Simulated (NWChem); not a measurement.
Program: NWChem. System: H6GeSi, charge 1, spin multiplicity 2, at the geometry of a parent with another charge or spin, in a state set for the comparison that need not be this species' ground state. Its SCF solution wasn't tested for a lower state. Level: UPBE0/6-31G* (spherical d).

Output (cleaned and shortened):

```
             Northwest Computational Chemistry Package (NWChem) 7.3.0
             --------------------------------------------------------

                                NWChem Input Module
                                -------------------

 Scaling coordinates for geometry "geometry" by  1.889725989
 (inverse scale =  0.529177249)

 Turning off AUTOSYM since
 SYMMETRY directive was detected!

                             Geometry "geometry" -> ""
                             -------------------------

 Output coordinates in angstroms (scale by  1.889725989 to convert to a.u.)

  No.       Tag          Charge          X              Y              Z
 ---- ---------------- ---------- -------------- -------------- --------------
    1 Si                  14.0000     0.06171800     1.60431900     0.00000000
    2 Ge                  32.0000    -0.02988700    -0.77701600     0.00000000
    3 H                    1.0000     0.78267500     2.09138200     1.21541200
    4 H                    1.0000     0.78267500     2.09138200    -1.21541200
    5 H                    1.0000    -1.32093300     2.17221600     0.00000000
    6 H                    1.0000    -0.77156600    -1.28920300     1.24949900
    7 H                    1.0000    -0.77156600    -1.28920300    -1.24949900
    8 H                    1.0000     1.39103100    -1.37253000     0.00000000

 Effective nuclear repulsion energy (a.u.)     172.4169138733

            Nuclear Dipole moment (a.u.)
            ----------------------------
        X                 Y               Z
 ---------------- ---------------- ----------------
    -0.0000302356    -0.0000037795     0.0000000000

      Symmetry information
      --------------------

 Group name             Cs
 Group number              2
 Group order               2
 No. of unique centers     6

      Symmetry unique atoms

     1    2    3    5    6    8


 Summary of "ao basis" -> "" (spherical)
 ------------------------------------------------------------------------------
       Tag                 Description            Shells   Functions and Types
 ---------------- ------------------------------  ------  ---------------------
 *                           6-31g*                   on all atoms

                                 NWChem DFT Module
                                 -----------------

 Summary of "ao basis" -> "ao basis" (spherical)
 ------------------------------------------------------------------------------
       Tag                 Description            Shells   Functions and Types
 ---------------- ------------------------------  ------  ---------------------
 Si                          6-31g*                  8       18   4s3p1d
 Ge                          6-31g*                 12       32   5s4p3d
 H                           6-31g*                  2        2   2s

 Summary of "ao basis" -> "ao basis" (spherical)
 ------------------------------------------------------------------------------
       Tag                 Description            Shells   Functions and Types
 ---------------- ------------------------------  ------  ---------------------
 Si                          6-31g*                  8       18   4s3p1d
 Ge                          6-31g*                 12       32   5s4p3d
 H                           6-31g*                  2        2   2s

      Symmetry analysis of basis
      --------------------------

        a'         43
        a"         19

            General Information
            -------------------
          SCF calculation type: DFT
          Wavefunction type:  spin polarized.
          No. of atoms     :     8
          No. of electrons :    51
           Alpha electrons :    26
            Beta electrons :    25
          Charge           :     1
          Spin multiplicity:     2
          Use of symmetry is: on ; symmetry adaption is: on
          Maximum number of iterations: 100
          AO basis - number of functions:    62
                     number of shells:    32
          Convergence on energy requested:  1.00D-06
          Convergence on density requested:  1.00D-05
          Convergence on gradient requested:  5.00D-04

              XC Information
[...]
     9      0.328319  1 Si pz                35      0.315026  2 Ge pz
    47      0.165193  2 Ge d -1              15     -0.146008  1 Si d -1

 Vector   29  Occ=0.000000D+00  E=-1.919388D-01  Symmetry=a'
              MO Center=  9.0D-02,  5.4D-01,  2.9D-15, r^2= 4.3D+00
   Bfn.  Coefficient  Atom+Function         Bfn.  Coefficient  Atom+Function
  ----- ------------  ---------------      ----- ------------  ---------------
    56      0.706742  5 H  s                 11      0.671069  1 Si px
    62     -0.518114  8 H  s                 29      0.371890  2 Ge px
    52     -0.353404  3 H  s                 54     -0.353404  4 H  s
     7      0.328062  1 Si px                33      0.314779  2 Ge px
    58      0.259101  6 H  s                 60      0.259101  7 H  s

                     DFT Final Beta Molecular Orbital Analysis
                     -----------------------------------------

 Vector   23  Occ=1.000000D+00  E=-5.896106D-01  Symmetry=a'
              MO Center= -7.5D-02,  7.6D-01, -7.0D-16, r^2= 4.2D+00
   Bfn.  Coefficient  Atom+Function         Bfn.  Coefficient  Atom+Function
  ----- ------------  ---------------      ----- ------------  ---------------
     7      0.376969  1 Si px                29      0.343593  2 Ge px
    55     -0.206846  5 H  s                 56     -0.194284  5 H  s
    61      0.157038  8 H  s                  3     -0.148180  1 Si px
    25     -0.134681  2 Ge px                62      0.118544  8 H  s
    51      0.103425  3 H  s                 53      0.103425  4 H  s

 Vector   24  Occ=1.000000D+00  E=-5.600119D-01  Symmetry=a'
              MO Center=  9.9D-02,  7.2D-02, -5.8D-16, r^2= 4.6D+00
   Bfn.  Coefficient  Atom+Function         Bfn.  Coefficient  Atom+Function
  ----- ------------  ---------------      ----- ------------  ---------------
    29      0.415441  2 Ge px                 7     -0.283512  1 Si px
    61      0.218586  8 H  s                 62      0.199548  8 H  s
    56      0.195532  5 H  s                 55      0.182136  5 H  s
    25     -0.161582  2 Ge px                 3      0.110337  1 Si px
    57     -0.109266  6 H  s                 59     -0.109266  7 H  s

 Vector   25  Occ=1.000000D+00  E=-5.600106D-01  Symmetry=a"
              MO Center= -9.3D-02,  8.0D-02, -4.8D-14, r^2= 4.6D+00
   Bfn.  Coefficient  Atom+Function         Bfn.  Coefficient  Atom+Function
  ----- ------------  ---------------      ----- ------------  ---------------
    31      0.415760  2 Ge pz                 9     -0.283726  1 Si pz
    57      0.189283  6 H  s                 59     -0.189283  7 H  s
    58      0.172798  6 H  s                 60     -0.172798  7 H  s
    52     -0.169319  3 H  s                 54      0.169319  4 H  s
    27     -0.161705  2 Ge pz                51     -0.157715  3 H  s

 Vector   26  Occ=0.000000D+00  E=-4.583170D-01  Symmetry=a'
              MO Center=  1.3D-02,  3.3D-01, -3.1D-15, r^2= 3.2D+00
   Bfn.  Coefficient  Atom+Function         Bfn.  Coefficient  Atom+Function
  ----- ------------  ---------------      ----- ------------  ---------------
    30      0.502718  2 Ge py                 8     -0.401376  1 Si py
    26     -0.194773  2 Ge py                 4      0.161670  1 Si py
    28     -0.115206  2 Ge s                 12     -0.106082  1 Si py
    52     -0.098428  3 H  s                 54     -0.098428  4 H  s
    56     -0.098364  5 H  s                 58     -0.095596  6 H  s

 Vector   27  Occ=0.000000D+00  E=-1.771547D-01  Symmetry=a'
              MO Center=  1.6D-02,  4.3D-01,  1.0D-12, r^2= 6.0D+00
   Bfn.  Coefficient  Atom+Function         Bfn.  Coefficient  Atom+Function
  ----- ------------  ---------------      ----- ------------  ---------------
    10      1.078522  1 Si s                 12     -1.021372  1 Si py
    32     -0.876721  2 Ge s                 34     -0.879919  2 Ge py
    28      0.698189  2 Ge s                 30     -0.440033  2 Ge py
     8     -0.369111  1 Si py                 6      0.307668  1 Si s
    24     -0.175551  2 Ge s                 58      0.173358  6 H  s

 Vector   28  Occ=0.000000D+00  E=-1.760277D-01  Symmetry=a'
              MO Center=  9.7D-02,  5.7D-01, -3.9D-17, r^2= 4.4D+00
   Bfn.  Coefficient  Atom+Function         Bfn.  Coefficient  Atom+Function
  ----- ------------  ---------------      ----- ------------  ---------------
    56      0.731871  5 H  s                 11      0.710552  1 Si px
    62     -0.530765  8 H  s                 52     -0.365836  3 H  s
    54     -0.365836  4 H  s                 29      0.356083  2 Ge px
    33      0.335522  2 Ge px                 7      0.319602  1 Si px
    58      0.265161  6 H  s                 60      0.265161  7 H  s

   alpha - beta orbital overlaps
   -----------------------------

   alpha      1      2      3      4      5      6      7      8      9     10
    beta      1      2      3      4      5      6      7      8      9     10
 overlap   1.000  1.000  1.000  1.000  1.000  1.000  1.000  1.000  1.000  1.000

   alpha     11     12     13     14     15     16     17     18     19     20
    beta     11     12     13     14     15     16     17     18     19     20
 overlap   1.000  1.000  1.000  1.000  1.000  0.999  0.999  0.999  0.999  0.993

   alpha     21     22     23     24     25     26     27     28     29     30
    beta     21     22     23     26     25     24     27     29     28     30
 overlap   0.999  1.000  1.000  0.992  1.000  1.000  0.998  0.999  0.999  0.997

   alpha     31     32     33     34     35     36     37     38     39     40
    beta     31     32     33     34     35     36     37     40     38     39
 overlap   1.000  1.000  0.997  0.996  1.000  1.000  0.986  0.986  1.000  1.000

   alpha     41     42     43     44     45     46     47     48     49     50
    beta     42     41     43     44     45     46     47     48     50     49
 overlap   0.999  0.999  0.996  0.998  0.997  0.997  0.995  0.995  0.997  0.997

   alpha     51     52     53     54     55     56     57     58     59     60
    beta     51     52     53     54     55     56     57     58     59     60
 overlap   0.999  1.000  1.000  1.000  0.999  1.000  1.000  1.000  1.000  1.000

   alpha     61     62
    beta     61     62
 overlap   1.000  1.000

     --------------------------
     Expectation value of S2:
     --------------------------
      <S2> =      0.7521 (Exact =     0.7500)

 center of mass
 --------------
 x =  -0.00682018 y =  -0.17736849 z =   0.00000000

 moments of inertia (a.u.)
 ------------------
         502.208183384757         -17.636084645551           0.000000000000
         -17.636084645551          44.420500754386           0.000000000000
           0.000000000000           0.000000000000         502.886715376607

     Multipole analysis of the density
     ---------------------------------

     L   x y z        total         alpha         beta         nuclear
     -   - - -        -----         -----         ----         -------
     0   0 0 0      1.000000    -26.000000    -25.000000     52.000000

     1   1 0 0      0.024557     -0.000627      0.025215     -0.000030
     1   0 1 0      0.638187     -0.017599      0.655789     -0.000004
     1   0 0 1     -0.000000     -0.000000     -0.000000      0.000000

     2   2 0 0    -21.750829    -22.728420    -21.082769     22.060360
     2   1 1 0      0.309866     -4.636988     -4.387595      9.334449
     2   1 0 1      0.000000      0.000000     -0.000000      0.000000
     2   0 2 0    -13.726780   -143.075793   -135.010033    264.359045
     2   0 1 1     -0.000000     -0.000000      0.000000      0.000000
     2   0 0 2    -21.762390    -22.550365    -20.913197     21.701173

 Task  times  cpu:        5.1s     wall:        5.1s

 Total times  cpu:        5.2s     wall:        5.2s
```

**Question.** Write an NWChem input that would produce this output.

**Answer.** Several could match; the one computed here: 
```
start mol
memory heap 200 mb stack 900 mb global 1100 mb
charge 1
geometry units angstroms nocenter noautoz
  Si     0.061718     1.604319     0.000000
  Ge    -0.029887    -0.777016     0.000000
  H      0.782675     2.091382     1.215412
  H      0.782675     2.091382    -1.215412
  H     -1.320933     2.172216     0.000000
  H     -0.771566    -1.289203     1.249499
  H     -0.771566    -1.289203    -1.249499
  H      1.391031    -1.372530     0.000000
  symmetry group Cs
end
basis spherical
  * library 6-31g*
end
dft
  xc pbe0
  odft
  mult 2
  semidirect memsize 60000000 filesize 0
  iterations 100
end
task dft energy
```
